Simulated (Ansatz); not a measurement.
System: 1,1,1,3,3-pentafluoropropane, C3H3F5 (charge 0, singlet). 
Geometry from a B3LYP-D3(BJ)/def2-TZVP (Ansatz, a program for electronic structure) optimisation:
```
C
H 1 1.0898
H 1 1.0898 2 108.80
C 1 1.5127 2 107.43 3 117.73
F 4 1.3419 1 112.84 2 -175.55
F 4 1.3469 5 107.48 1 -121.97
F 4 1.3520 5 107.28 6 -115.07
C 1 1.5154 2 108.48 3 -118.67
F 8 1.3626 1 110.69 2 168.87
F 8 1.3672 9 107.36 1 118.12
H 8 1.0911 9 108.09 10 116.37
```
Charge 0, spin multiplicity 1.

Total electronic energies in hartree. Correlated levels leave the core frozen unless marked. Spin-orbit coupling is left out. Non-relativistic unless marked X2C. Basis-set limits of correlation are two-point, X^-3; Hartree-Fock from the larger set.

```csv
level,program,energy (Eh)
PBE-D4/def2-TZVPD,Ansatz + dftd4,-615.02417
BLYP-D4/def2-TZVPD,Ansatz + dftd4,[?]
r2SCAN-D3(BJ)/def2-TZVPD,Ansatz + dftd3,-615.36622
r2SCAN-D4/def2-TZVPD,Ansatz + dftd4,-615.36621
B3LYP-D4/def2-TZVPD,Ansatz + dftd4,[?]
PBE0-D3(BJ)/def2-TZVPD,Ansatz + dftd3,-615.02862
PBE0/def2-TZVP,Ansatz,-615.01949
PBE0/def2-QZVPP,Ansatz,-615.05146
BHLYP-D3(BJ)/def2-TZVPD,Ansatz + dftd3,-615.38532
BHLYP-D4/def2-TZVPD,Ansatz + dftd4,-615.38429
BHLYP/def2-TZVPD,Ansatz,-615.37632
HSE06-D4/def2-TZVPD,Ansatz + dftd4,-615.00246
LC-wPBE-D3(BJ)/def2-TZVPD,Ansatz + dftd3,-615.29948
LC-wPBE/def2-TZVPD,Ansatz,-615.29316
B2PLYP/def2-TZVPD,Ansatz,-615.26712
RPA@PBE/cc-pVTZ,Ansatz,-615.33000
MP2/6-31G*,Ansatz,-613.79412
MP2/cc-pVTZ,Ansatz,-614.53625
"RI-MP2/CBS(aug-cc-pVTZ,aug-cc-pVQZ)",Ansatz,-614.8490
SCS-MP2/STO-3G,Ansatz,-604.40813
CCSD(T)/aug-cc-pVDZ,Ansatz,-614.14284
X2C-CCSD(T)/cc-pVTZ-DK,Ansatz,-615.08862
"CCSD(T)/CBS(cc-pVTZ,cc-pVQZ)",Ansatz,-614.9116
```

Task: Complete the blanks.

Result: 
- BLYP-D4/def2-TZVPD, energy (Eh): -615.55949
- B3LYP-D4/def2-TZVPD, energy (Eh): -615.64080
